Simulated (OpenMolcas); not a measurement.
**What dynamic correlation does to the levels of Cu III**

```json
{
 "Program": "OpenMolcas 26.06",
 "Basis": "ANO-RCC-VTZP [6s5p3d2f1g]",
 "Scalar Hamiltonian": "DKH2, point nucleus",
 "Active space": "9 electrons in 6 orbitals (3d 4s)",
 "State averaging": "2S+1 = 2 even, 29 roots; 2S+1 = 4 even, 10 roots kept (CI in the orbitals of an earlier block)",
 "Spin-orbit coupling": "state interaction with AMFI integrals over the reference wave functions, term energies averaged over their components"
}
```

Methods on the same reference wave functions:
A. CASSCF
B. SS-CASPT2, IPEA 0.25 Eh, imaginary shift 0.1 Eh (closed shells correlated: 3s 3p)
C. MS-CASPT2, IPEA 0.25 Eh, imaginary shift 0.1 Eh (closed shells correlated: 3s 3p)
D. XMS-CASPT2, IPEA 0.25 Eh, imaginary shift 0.1 Eh (closed shells correlated: 3s 3p)

Energies in cm⁻¹ above 3d⁹ ²D_5/2, the measured ground level; measured values from Sugar and Musgrove, J. Phys. Chem. Ref. Data 19, 527 (1990).

| Level | A | B | C | D | Measured |
| --- | --- | --- | --- | --- | --- |
| 3d⁹ ²D_5/2 | 0.0 | 0.0 | 0.0 | 0.0 | 0.0 |
| 3d⁹ ²D_3/2 | 2186 | 2190 | 2190 | 2190 | 2072 |
| 3d⁸ 4s ⁴F_9/2 | 35053 | 63210 | 63210 | 73300 | 60805 |
| 3d⁸ 4s ⁴F_7/2 | 36260 | 64390 | 64390 | 74430 | 62065 |
| 3d⁸ 4s ⁴F_5/2 | 37303 | 65440 | 65440 | 75520 | 63149 |
| 3d⁸ 4s ⁴F_3/2 | 38037 | 66170 | 66170 | 76260 | 63887 |

Deviations, from unrounded energies. A percentage is the sum of absolute deviations over the sum of measured energies, with the sign that they share, or ± where signs differ.

```json
{"Against measurement": "mean absolute deviation (cm-1)", "Levels": "5", "A": "21000", "B": "1900", "C": "1900", "D": "9900"}
{"Against measurement": "fine structure of the ground term (%)", "Levels": "1", "A": "+5.5", "B": "+5.5", "C": "+5.5", "D": "+5.5"}
{"Against measurement": "other configurations (%)", "Levels": "4", "A": "-41.3", "B": "+3.7", "C": "+3.7", "D": "+19.9"}
```

B, C lie about equally close to measurement and A furthest from it. The largest miss of B in the table is 3d⁸ 4s ⁴F_9/2, by +2400 cm-1. The ranking rests on the paired levels alone, and a cruder setting can come out closer through cancelling errors.

Among B to D the level of the table that moves most is 3d⁸ 4s ⁴F_9/2, by 10000 cm-1 (lowest in B, highest in D). Moves below CASPT2's spread within the term are not significant.

The two smallest mean deviations differ by little beside CASPT2's spread within terms, so their order carries little weight.

The lowest spin-free term lies below A's lowest term by 0.776 hartree in B, 0.776 hartree in C, 0.828 hartree in D.

Term energies are means over components that CASPT2 splits; among the terms shown or strongly mixed into the levels shown the widest spread is 1300 cm-1 (3d⁸ 4s ⁴F, D). Terms from blocks run as CI alone lack orbitals of their own. A single d shell beside an s shell can misplace configurations of different d count against each other. Without dynamic correlation excited terms often stand tens of per cent too high (terms of higher spin than the ground term too low), and those without a measured partner can miss by more than the paired ones (holds for A). Computed and measured levels are paired by configuration, term and J; levels that our copy of the source lacks, or whose pairing is in doubt (as where it misses far off the trend of its configuration), stay unpaired and out of the deviations. Only configurations of the active space appear. The table leaves out levels that lie high or whose names do not pair safely across all columns.
